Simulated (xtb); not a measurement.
A run for xtb: GFN2-xTB on GaH3O2 (SMILES [OH][GaH][OH]), a point of a bond scan (R = 1.156 Å).

```
$ xtb mol.xyz --gfn 2 --sp --chrg 0 --uhf 0
6

Ga    -0.24404156    -0.17751198    -0.15122784
H     -1.35423056    -1.01629250    -0.82710093
O      0.02041342     1.53779605    -0.57659188
H      0.88665422     2.02083302     0.01709683
O      0.90232372    -0.75596542     1.10558427
H      0.79534111    -1.67580809     1.36507609
```

Program output:

```
[...]
           -------------------------------------------------
          |                Calculation Setup                |
           -------------------------------------------------



           -------------------------------------------------
          |                 G F N 2 - x T B                 |
           -------------------------------------------------

        Reference                      10.1021/acs.jctc.8b01176
      * Hamiltonian:
        H0-scaling (s, p, d)           1.850000    2.230000    2.230000
        zeta-weighting                 0.500000
      * Dispersion:
        s8                             2.700000
        a1                             0.520000
        a2                             5.000000
        s9                             5.000000
      * Repulsion:
        kExp                           1.500000    1.000000
        rExp                           1.000000
      * Coulomb:
        alpha                          2.000000
        third order                    shell-resolved
        anisotropic                    true
        a3                             3.000000
        a5                             4.000000
        cn-shift                       1.200000
        cn-exp                         4.000000
        max-rad                        5.000000


          ...................................................
          :                      SETUP                      :
          :.................................................:
          :  # basis functions                  21          :
          :  # atomic orbitals                  20          :
          :  # shells                           10          :
          :  # electrons                        18          :
          :  max. iterations                   250          :
          :  Hamiltonian                  GFN2-xTB          :
          :  restarted?                      false          :
          :  GBSA solvation                  false          :
          :  PC potential                    false          :
          :  electronic temp.          300.0000000     K    :
          :  accuracy                    1.0000000          :
          :  -> integral cutoff          0.2500000E+02      :
          :  -> integral neglect         0.1000000E-07      :
          :  -> SCF convergence          0.1000000E-05 Eh   :
          :  -> wf. convergence          0.1000000E-03 e    :
          :  Broyden damping             0.4000000          :
          :  net charge                          0          :
          :  unpaired electrons                  0          :
          ...................................................

 iter      E             dE          RMSdq      gap      omega  full diag
   1    -10.9151333 -0.109151E+02  0.144E+01    5.56       0.0  T
   2    -10.9303933 -0.152600E-01  0.842E+00    5.13       1.0  T
   3    -10.9308723 -0.479030E-03  0.126E+00    5.18       1.0  T
   4    -10.9309492 -0.768629E-04  0.299E-01    5.17       1.0  T
   5    -10.9309646 -0.154472E-04  0.945E-02    5.18       1.0  T
   6    -10.9309662 -0.156441E-05  0.348E-02    5.17       1.2  T
   7    -10.9309663 -0.133786E-06  0.710E-03    5.18       5.8  T
   8    -10.9309664 -0.145790E-07  0.221E-03    5.18      18.5  T
   9    -10.9309664  0.380071E-09  0.155E-03    5.18      26.3  T
  10    -10.9309664 -0.203524E-08  0.511E-04    5.18      79.9  T
  11    -10.9309664 -0.483562E-09  0.189E-04    5.18     216.3  T

   *** convergence criteria satisfied after 11 iterations ***

         #    Occupation            Energy/Eh            Energy/eV
      -------------------------------------------------------------
         1        2.0000           -0.6836474             -18.6030
       ...           ...                  ...                  ...
         3        2.0000           -0.5914068             -16.0930
         4        2.0000           -0.5533191             -15.0566
         5        2.0000           -0.5221105             -14.2073
         6        2.0000           -0.4725406             -12.8585
         7        2.0000           -0.4654828             -12.6664
         8        2.0000           -0.4613263             -12.5533
         9        2.0000           -0.4501656             -12.2496 (HOMO)
        10                         -0.2599370              -7.0732 (LUMO)
        11                         -0.1441276              -3.9219
        12                         -0.1070654              -2.9134
        13                         -0.0345726              -0.9408
        14                          0.0172398               0.4691
       ...                                ...                  ...
        20                          1.1433414              31.1119
      -------------------------------------------------------------
                  HL-Gap            0.1902286 Eh            5.1764 eV
             Fermi-level           -0.3550513 Eh           -9.6614 eV

 SCC (total)                   0 d,  0 h,  0 min,  0.003 sec
 SCC setup                      ...        0 min,  0.000 sec (  2.680%)
 Dispersion                     ...        0 min,  0.000 sec (  1.188%)
 classical contributions        ...        0 min,  0.000 sec (  0.589%)
 integral evaluation            ...        0 min,  0.000 sec ( 15.851%)
 iterations                     ...        0 min,  0.001 sec ( 53.201%)
 molecular gradient             ...        0 min,  0.001 sec ( 23.022%)
 printout                       ...        0 min,  0.000 sec (  3.212%)

         :::::::::::::::::::::::::::::::::::::::::::::::::::::
         ::                     SUMMARY                     ::
         :::::::::::::::::::::::::::::::::::::::::::::::::::::
         :: total energy             -10.901132501426 Eh    ::
         :: gradient norm              0.115277030181 Eh/a0 ::
         :: HOMO-LUMO gap              5.176384984035 eV    ::
         ::.................................................::
         :: SCC energy               -10.930965825508 Eh    ::
         :: -> isotropic ES            0.069952398499 Eh    ::
         :: -> anisotropic ES         -0.000144971436 Eh    ::
         :: -> anisotropic XC          0.000190022540 Eh    ::
         :: -> dispersion             -0.001842974017 Eh    ::
         :: repulsion energy           0.029833324082 Eh    ::
         :: add. restraining           0.000000000000 Eh    ::
         :: total charge              -0.000000000000 e     ::
         :::::::::::::::::::::::::::::::::::::::::::::::::::::

           -------------------------------------------------
          |                Property Printout                |
           -------------------------------------------------

    * Orbital Energies and Occupations

         #    Occupation            Energy/Eh            Energy/eV
      -------------------------------------------------------------
         1        2.0000           -0.6836474             -18.6030
         2        2.0000           -0.6667234             -18.1425
         3        2.0000           -0.5914068             -16.0930
         4        2.0000           -0.5533191             -15.0566
         5        2.0000           -0.5221105             -14.2073
         6        2.0000           -0.4725406             -12.8585
         7        2.0000           -0.4654828             -12.6664
         8        2.0000           -0.4613263             -12.5533
         9        2.0000           -0.4501656             -12.2496 (HOMO)
        10                         -0.2599370              -7.0732 (LUMO)
        11                         -0.1441276              -3.9219
        12                         -0.1070654              -2.9134
        13                         -0.0345726              -0.9408
Note: The following floating-point exceptions are signalling: IEEE_UNDERFLOW_FLAG IEEE_DENORMAL
normal termination of xtb
        14                          0.0172398               0.4691
        15                          0.0692126               1.8834
        16                          0.1021730               2.7803
        17                          0.1226963               3.3387
        18                          0.4201969              11.4341
        19                          0.8066180              21.9492
        20                          1.1433414              31.1119
      -------------------------------------------------------------
                  HL-Gap            0.1902286 Eh            5.1764 eV
             Fermi-level           -0.3550513 Eh           -9.6614 eV

     #   Z          covCN         q      C6AA      α(0)
     1  31 Ga       2.423     0.172   214.372    32.834
     2   1 H        0.906     0.043     2.407     2.427
     3   8 O        1.422    -0.420    21.490     6.245
     4   1 H        0.667     0.339     0.665     1.306
     5   8 O        1.560    -0.452    21.948     6.321
     6   1 H        0.811     0.318     0.668     1.283

 Mol. C6AA /au·bohr⁶  :        704.835216
 Mol. C8AA /au·bohr⁸  :      41889.962262
 Mol. α(0) /au        :         50.416145


Wiberg/Mayer (AO) data.
largest (>0.10) Wiberg bond orders for each atom

 ---------------------------------------------------------------------------
     #   Z sym  total        # sym  WBO       # sym  WBO       # sym  WBO
 ---------------------------------------------------------------------------
     1  31 Ga   3.367 --     3 O    1.278     5 O    1.232     2 H    0.765
     2   1 H    0.998 --     1 Ga   0.765     3 O    0.114     5 O    0.114
     3   8 O    2.279 --     1 Ga   1.278     4 H    0.820     2 H    0.114
     4   1 H    0.885 --     3 O    0.820
     5   8 O    2.269 --     1 Ga   1.232     6 H    0.862     2 H    0.114
     6   1 H    0.899 --     5 O    0.862
 ---------------------------------------------------------------------------

Topologies differ in total number of bonds
Writing topology from bond orders to xtbtopo.mol

molecular dipole:
                 x           y           z       tot (Debye)
 q only:        0.068      -0.430       0.228
   full:       -0.104      -0.802       0.216       2.127
molecular quadrupole (traceless):
                xx          xy          yy          xz          yz          zz
 q only:       -1.127       2.919       3.618      -0.217       0.403      -2.491
  q+dip:       -0.963       3.959       4.014       0.147       0.921      -3.050
   full:       -0.840       2.669       2.932      -2.090       1.399      -2.092


           -------------------------------------------------
          | TOTAL ENERGY              -10.901132501426 Eh   |
          | GRADIENT NORM               0.115277030181 Eh/α |
          | HOMO-LUMO GAP               5.176384984035 eV   |
           -------------------------------------------------

------------------------------------------------------------------------
------------------------------------------------------------------------
 total:
 SCF:
```

The run finished.

Cost: roughly 0.03 core-seconds.
